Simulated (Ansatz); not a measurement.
Two structures of CH$_{5}$BrSi, closed shell, reached by relaxing down either side of one saddle point (PBE0-D4/def2-TZVP). Energies are electronic, without zero-point energy. Computed with Ansatz 0.2.0 (basis: def2-TZVPP and def2-QZVPP); correlated methods freeze the cores. Filled d shells of the heavier atoms are correlated. The def2 sets are not built for correlating such inner shells, so the correlated values are less sure here. Extrapolation: Hartree–Fock as exp(−7.88 √X), correlation as X^−2.97. First:

Si1  (-0.776, -0.327, 0.084)
Br2  (-1.329, -0.864, -2.008)
C3  (0.925, 0.419, 0.110)
H4  (1.660, -0.281, -0.290)
H5  (-1.802, 0.627, 0.572)
H6  (-0.840, -1.575, 0.883)
H7  (0.955, 1.332, -0.488)
H8  (1.206, 0.668, 1.137)
(Å)

Second:

```
8
angstrom
Si -0.8581 0.1191 0.9616
Br 0.4530 -1.1463 -2.7639
C 0.7073 0.4687 0.3880
H 0.3904 -0.5368 -1.4424
H -2.0145 0.9950 0.6860
H -1.1700 -1.1199 1.7018
H 0.9351 1.3884 -0.1393
H 1.5568 -0.1683 0.6084
```

Which bonds change from the first to the second?

CH₅BrSi ([CH3][SiH2][Br]) → CH₄Si ([CH2][SiH2]) + HBr; bonds formed: Br2–H4; bonds broken: Si1–Br2, C3–H4.

Give the saddle point's structure and its height above each. (Judge from chemistry; the value comes from the calculation.)

By the calculation: 3.521 eV above the first and 0.313 eV above the second (CCSD(T) at an estimated basis limit (MP2 extrapolated from triple and quadruple zeta, plus CCSD(T) − MP2 in triple zeta)).
Si1  (-0.769, -0.002, 0.635)
Br2  (-0.247, -1.162, -2.215)
C3  (0.846, 0.524, 0.388)
H4  (0.437, -0.323, -1.036)
H5  (-1.933, 0.801, 0.217)
H6  (-1.090, -1.312, 1.232)
H7  (1.067, 1.517, 0.015)
H8  (1.690, -0.043, 0.764)
(Å)

T1 diagnostic: at most 0.012. The restricted Hartree–Fock reference is unstable towards an unrestricted one at one or more of these structures.

Labels in which every atom is bracketed show which atoms are joined, not bond orders.

For scale, one of the runs: CCSD(T)/def2-TZVPP, 191 basis functions (an equivalent command: `ansatz run in.yaml --threads 4`). Time: 32 s of wall clock on 4 CPU threads; the host was shared. Peak host memory: 2 GiB.
